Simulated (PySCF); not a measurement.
**Niobium: a sound run and one with changed settings**

Sound run: Nb+ [Kr] 4d4, Nb(2+) [Kr] 4d3. Computed with PySCF 2.14 in aug-cc-pVDZ-PP with ECP28MDF, with a scalar-relativistic core potential. The sound run starts from symmetry-adapted Hartree-Fock orbitals and uses a fine grid where one is needed.

Changed run: basis STO-3G, all-electron and non-relativistic. This setting is unsound on purpose.

| species | method | sound run (hartree) | changed run (hartree) | converged |
| --- | --- | --- | --- | --- |
| Nb+ | UHF | -55.92700 | -3715.78718 | yes |
| Nb+ | M06-2X | -56.28168 | -3717.39912 | yes |
| Nb+ | BP86 | -56.44197 | -3717.62166 | yes |
| Nb(2+) | UHF | -55.44583 | -3715.35878 | yes |
| Nb(2+) | M06-2X | -55.75731 | -3716.93705 | yes |
| Nb(2+) | BP86 | -55.90777 | -3717.15320 | yes |

Ionisation energy of Nb+:

```json
{"method": "UHF", "sound run (eV)": "13.093", "changed run (eV)": "11.657"}
{"method": "M06-2X", "sound run (eV)": "14.269", "changed run (eV)": "12.574"}
{"method": "BP86", "sound run (eV)": "14.536", "changed run (eV)": "12.747"}
```

A minimal basis cannot let orbitals breathe on ionisation and holds almost no correlation. The Hamiltonian changed with the basis, so the totals do not compare.

For comparison, NIST gives 14.32 eV between the lowest levels.
